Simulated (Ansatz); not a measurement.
Compare A (`NC(F)([SiH3])S`) with its isomer B (`CN[SiH](F)S`).

Program: Ansatz. Geometries: PBE0-D4/def2-TZVP. ΔE: electronic, gas phase. CBS: MP2 limit from def2 TZ/QZ plus the TZ coupled-cluster correction, frozen cores. Functionals use def2-TZVPP. B3LYP here is the variant with VWN-RPA as its local correlation; programs differ in this. One conformer a species, not always the lowest.

(1) Which is lower in electronic energy at CCSD(T)/CBS, and by how much? (An estimate is asked.)

(2) Give E(B) − E(A) in kJ/mol with CCSD(T)/def2-SVP, B3LYP-D4, CCSD/def2-TZVPP, PBE-D4, B2PLYP, LDA (SPW92), HF/def2-TZVPP. (Estimate.)

(3) Does the order hold for the free energy at 298.15 K (harmonic terms from PBE0-D4)? (An estimate is asked.)

Largest T1 diagnostic: 0.013.

Results:

(1) The calculation gave: B, by 380.0 kJ/mol.

(2) Ansatz gave: CCSD(T)/def2-SVP -337.3, B3LYP-D4 -367.8, CCSD/def2-TZVPP -381.2, PBE-D4 -346.5, B2PLYP -377.5, LDA (SPW92) -342.1, HF/def2-TZVPP -398.4. None reverses the order clearly.

(3) Computed: Yes: G(B) − G(A) = -367.7 kJ/mol, for one conformer each.

In def2-TZVPP, CCSD(T) changes the Hartree–Fock value by +23.8 kJ/mol (the triples alone add +6.5 kJ/mol) and MP2 by +10.1 kJ/mol. From PBE to PBE0 (25 % exact exchange), in def2-TZVPP and without D4, E(B) − E(A) moves by −17.5 kJ/mol.
